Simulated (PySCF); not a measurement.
## BEt2(vinyl): computed shieldings and shifts

BEt2(vinyl), C6H13B, point group C1.

Geometry:
```tsv
atom	x (Å)	y (Å)	z (Å)
B1	-0.191	-0.062	0.002
C2	1.384	-0.126	-0.078
C3	1.960	-0.300	1.334
H4	1.769	0.817	-0.505
H5	1.753	-0.940	-0.725
H6	3.061	-0.294	1.331
H7	1.630	0.506	2.010
H8	1.637	-1.253	1.785
C9	-0.895	1.306	0.355
C10	-1.314	1.971	-0.966
H11	-0.227	1.987	0.908
H12	-1.794	1.149	0.976
H13	-1.808	2.941	-0.795
H14	-0.446	2.159	-1.619
H15	-2.017	1.341	-1.534
C16	-1.086	-1.317	-0.262
C17	-0.603	-2.533	-0.563
H18	-2.178	-1.223	-0.172
H19	0.474	-2.708	-0.669
H20	-1.246	-3.407	-0.714
```

GIAO calculations in PySCF 2.14.0 with density-fitted response routines on the PBE0-D3(BJ)/def2-SVP structure: isolated species, non-relativistic, equivalent atoms averaged; basis pcSseg-1.

(1) Give the isotropic shieldings (ppm) with KT2, PBE0.

(2) And the chemical shifts, against references computed in the same way?

(3) Which part of the shielding of C16 depends on the functional?

(4) What couplings does B3LYP/pcJ-1 (spin–dipole term only in couplings to heteroatoms) give?

## Answers

(1) 
```csv
atoms,environment,KT2,PBE0
C16,"carbon bonded to C, B, H",43.1,34.7
C17,"carbon bonded to C, 2 H",43.7,33.2
C2/C9,"carbon bonded to C, B, 2 H",163.6,165.9
C3/C10,"carbon bonded to C, 3 H",173.1,175.1
B1,boron bonded to 3 C,31.9,26.8
H18,"hydrogen on a carbon bonded to C, B",24.59,24.46
H19/H20,hydrogen on a carbon bonded to C,24.67,24.54
H4/H5/H11/H12,"hydrogen on a carbon bonded to C, B",29.90,30.04
H6/H7/H8/H13/H14/H15,hydrogen on a carbon bonded to C,30.27,30.39
HOMO–LUMO gap (eV),–,4.26,6.49
```

(2) 
```json
{"atoms": "C16", "nucleus, reference": "¹³C, TMS", "KT2": "140.1", "PBE0": "149.7"}
{"atoms": "C17", "nucleus, reference": "¹³C, TMS", "KT2": "139.5", "PBE0": "151.2"}
{"atoms": "C2/C9", "nucleus, reference": "¹³C, TMS", "KT2": "19.6", "PBE0": "18.6"}
{"atoms": "C3/C10", "nucleus, reference": "¹³C, TMS", "KT2": "10.2", "PBE0": "9.3"}
{"atoms": "B1", "nucleus, reference": "¹¹B, BF3·OEt2", "KT2": "68.0", "PBE0": "73.9"}
{"atoms": "H18", "nucleus, reference": "¹H, TMS", "KT2": "6.59", "PBE0": "6.81"}
{"atoms": "H19/H20", "nucleus, reference": "¹H, TMS", "KT2": "6.51", "PBE0": "6.73"}
{"atoms": "H4/H5/H11/H12", "nucleus, reference": "¹H, TMS", "KT2": "1.28", "PBE0": "1.22"}
{"atoms": "H6/H7/H8/H13/H14/H15", "nucleus, reference": "¹H, TMS", "KT2": "0.91", "PBE0": "0.88"}
```

(3) Diamagnetic: KT2 259, PBE0 259 ppm; paramagnetic: KT2 -216, PBE0 -224 ppm. The diamagnetic part, set mainly by inner electrons, hardly moves; the paramagnetic part goes with low-lying magnetically allowed excitations and carries the spread.

(4) ¹J(C17,H19) = 164.5, ¹J(C16,H18) = 145.6, ¹J(C3,H6) = 133.7, ¹J(C2,H4) = 126.4, ¹J(C16,C17) = 63.0, ¹J(B1,C16) = 63.0, ¹J(B1,C2) = 52.6, ¹J(C2,C3) = 29.1, ²J(H6,H7) = -14.2, ²J(H4,H5) = -11.1, ²J(C3,H4) = -5.7, ²J(C2,C16) = 5.2, ²J(B1,H4) = -5.0, ²J(H19,H20) = 4.4 Hz (averaged over equivalent pairs; isotopes ¹³C, ¹H, ¹¹B).
